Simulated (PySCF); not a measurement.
Te²⁺ (tellurium, charge +2) across methods

[Kr] 4d10 5s1 5p2 5d1, one real determinant (an excited configuration). All numbers are calculated (PySCF 2.14, a scalar-relativistic core potential, in aug-cc-pVTZ-PP with one added diffuse shell each of d, f type with ECP28MDF (6s5p5d3f, 67 functions)).

| method | E (hartree) | mean ε 5s α (eV) | mean ε 5p α (eV) | mean ε 5d α (eV) | Σ⟨r²⟩ (bohr²) | ⟨S²⟩ |
| --- | --- | --- | --- | --- | --- | --- |
| r2SCAN | -266.3205 | -37.374 | -26.243 | -13.113 | 45.01 | 6.002 |
| r2SCAN0 | -266.2958 | -39.073 | -27.481 | -13.650 | 45.07 | 6.002 |
| BHandHLYP | -266.1597 | -40.090 | -28.144 | -13.968 | 45.15 | 6.001 |
| PBE | -266.2038 | -36.652 | -25.720 | -13.110 | 44.76 | 6.001 |
| BLYP | -266.1567 | -36.371 | -25.387 | -12.823 | 44.86 | 6.000 |
| UHF | -265.34590 | -43.388 | -30.667 | -14.974 | 45.98 | 6.002 |
| PBE0 | -266.2280 | -38.523 | -27.104 | -13.697 | 44.87 | 6.001 |

(1) Estimate the same row for LDA.

⟨L²⟩ = 7.56 against 12 for a pure F term, so this real determinant mixes terms. Energies and moments cover only the electrons outside the core potential. The outer electron is Rydberg-like, and this basis confines it to a smaller radius and binds it less than a complete one would.

Answers

(1) E (hartree) = -265.7817; mean ε 5s α (eV) = -36.929; mean ε 5p α (eV) = -25.830; mean ε 5d α (eV) = -13.005; Σ⟨r²⟩ (bohr²) = 44.74; ⟨S²⟩ = 6.001.
